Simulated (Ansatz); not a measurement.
Isomers of CH10B2Si2, relaxed with PBE0-D4/def2-TZVP in Ansatz; electronic energies, one conformer each and not always the lowest. Functionals use def2-TZVPP; CBS adds triple-zeta CCSD(T) − MP2 to the MP2 limit of def2-TZVPP and def2-QZVPP.

Problem. Order them by energy at frozen-core CCSD(T)/CBS, lowest first. (Estimate.)
A. `B[SiH](B)[SiH2]C`
B. `B[Si](B)(C)[SiH3]`
C. `B[SiH](C)B[SiH3]`
D. `BC([SiH3])B[SiH3]`
E. `B[SiH2]B(C)[SiH3]`

Solution. D (0.0 kcal/mol), B (8.8 kcal/mol), A (13.9 kcal/mol), E (18.5 kcal/mol), C (21.4 kcal/mol).

Problem. How do ωB97M-V, B3LYP, B2PLYP, MP2/CBS(def2) place them (kcal/mol, against `BC([SiH3])B[SiH3]`)? (Best estimate.)

Solution. Computed: 
```tsv
isomer	ωB97M-V	B3LYP	B2PLYP	MP2/CBS(def2)
`B[SiH2]B(C)[SiH3]`	20.2	14.5	17.2	22.2
`B[SiH](B)[SiH2]C`	16.0	10.9	12.9	16.4
`B[SiH](C)B[SiH3]`	23.5	17.9	20.4	25.3
`B[Si](B)(C)[SiH3]`	8.9	9.7	9.9	6.4
```

B3LYP here is the variant with VWN-RPA as its local correlation; programs differ in this.
